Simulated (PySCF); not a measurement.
## Nonlinear optical response: SMILES ClC=C=C=Cc1cccs1, C₈H₅ClS

Geometry:
| atom | x (Å) | y (Å) | z (Å) |
| --- | --- | --- | --- |
| Cl1 | 3.738 | 2.348 | -0.495 |
| C2 | 3.578 | 1.249 | 0.831 |
| C3 | 2.481 | 0.555 | 1.028 |
| C4 | 1.411 | -0.082 | 1.168 |
| C5 | 0.293 | -0.771 | 1.343 |
| C6 | -0.834 | -0.662 | 0.475 |
| C7 | -0.986 | 0.124 | -0.643 |
| C8 | -2.241 | -0.028 | -1.255 |
| C9 | -3.039 | -0.922 | -0.607 |
| S10 | -2.272 | -1.601 | 0.768 |
| H11 | 4.448 | 1.192 | 1.465 |
| H12 | 0.212 | -1.453 | 2.180 |
| H13 | -0.213 | 0.781 | -0.998 |
| H14 | -2.543 | 0.504 | -2.139 |
| H15 | -4.037 | -1.226 | -0.854 |

Method: quadratic response PBE0/def2-SVPD first hyperpolarisability, Taylor convention, gas phase in PySCF. Geometry: GFN2-xTB.

**Question.** Give β for the processes computed.

**Answer.** In au, Taylor convention; the vector part is βᵢ = ⅓ Σⱼ (βᵢⱼⱼ + βⱼᵢⱼ + βⱼⱼᵢ); β∥ is 3/5 of the vector part along the dipole, the dipole points from − to +:
```
                   process  λ (nm)  β vector norm      β∥   β HRS  depolarisation ratio
           static β(0;0,0)       ∞          736.4   250.6   354.4                  3.40
second harmonic β(−2ω;ω,ω)    1064         1481.6   586.4   687.7                  3.85
         Pockels β(−ω;ω,0)    1064          899.8   322.7       –                     –
second harmonic β(−2ω;ω,ω)     800         3745.0  1646.2  1691.8                  4.06
         Pockels β(−ω;ω,0)     800         1068.8   398.5       –                     –
```

**Question.** Which lowest excitations, dipole and polarisabilities go with it?

**Answer.** S1 3.63 eV (f = 0.737); S2 4.13 eV (f = 0.000); S3 4.30 eV (f = 0.000); dipole 1.57 D; isotropic α 159.4 au static, 165.7 au at 1064 nm, 171.3 au at 800 nm, 194.9 au at 532 nm, 283.9 au at 400 nm.
